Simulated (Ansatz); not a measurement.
`[O]=[W](=[O])([OH])[Cl]` + H–F → `[O]=[W](=[O])([OH])[F]` + HCl  (ligand exchange at a W–Cl bond)

Isolated molecules relaxed with PBE0-D4/def2-TZVP in Ansatz; ΔE leaves out vibrations. CCSD(T)/CBS is the MP2 limit (def2-TZVPP, def2-QZVPP) plus CCSD(T) − MP2 in def2-TZVPP, frozen cores. This one scheme is used for every species. DFT in def2-TZVPP. B3LYP here is the variant with VWN-RPA as its local correlation; programs differ in this. def2 core potentials past Kr. For W outer-core shells are correlated without core-valence functions, which leaves a few kJ/mol of doubt a bond. One conformer a species, not always the lowest.

`[O]=[W](=[O])([OH])[Cl]`:

```xyz
6

O    -1.249    1.474    0.348
W    -0.408    0.041   -0.005
O    -0.753   -1.080    1.223
O     1.425    0.416   -0.026
Cl   -1.122   -0.785   -1.990
H     2.106   -0.066    0.451
```

H–F:

Cartesian coordinates in Å:
```
F -0.045 0.419 -0.185
H 0.045 -0.419 0.185
```

`[O]=[W](=[O])([OH])[F]`:

```xyz
6

O    -1.663    0.109   -1.003
W    -0.401    0.111    0.134
O     0.028    1.728    0.430
O     1.059   -0.801   -0.599
F    -0.980   -0.678    1.713
H     1.957   -0.470   -0.675
```

HCl:

Cartesian coordinates in Å:
```
Cl -0.190 -0.384 -0.475
H 0.190 0.384 0.475
```

| level | ΔE (kcal/mol) | difference from CCSD(T)/CBS |
| --- | --- | --- |
| r2SCAN-D4 | -1.0 | -3.2 |
| r2SCAN0-D4 | 0.2 | -2.0 |
| ωB97M-V | -1.1 | -3.3 |
| r2SCAN | -1.2 | -3.4 |
| B3LYP | -2.0 | -4.2 |
| BHLYP | -1.5 | -3.7 |
| LC-ωPBE | -3.0 | -5.2 |
| CCSD/def2-SVP | -2.6 | -4.8 |
| HF/def2-TZVPP | -2.3 | -4.5 |
| MP2/def2-TZVPP | 4.9 | 2.7 |
| CCSD(T)/CBS | 2.2 | 0 |

Largest T1 diagnostic among the species: 0.023, so the coupled-cluster value is less sure than usual.

From r2SCAN to r2SCAN0 (25 % exact exchange), in def2-TZVPP and without D4, ΔE moves by +1.2 kcal/mol. In def2-TZVPP, CCSD(T) changes the Hartree–Fock value by +3.5 kcal/mol (the triples alone add +1.0 kcal/mol) and MP2 by +7.2 kcal/mol. Leaving LDA and LC-ωPBE aside and taking each functional with its dispersion term where it has one, the values, not all of them listed here, spread over 4.7 kcal/mol, from CAM-B3LYP-D4 to PBE-QIDH. LDA lies +0.8 kcal/mol from PBE without D4.
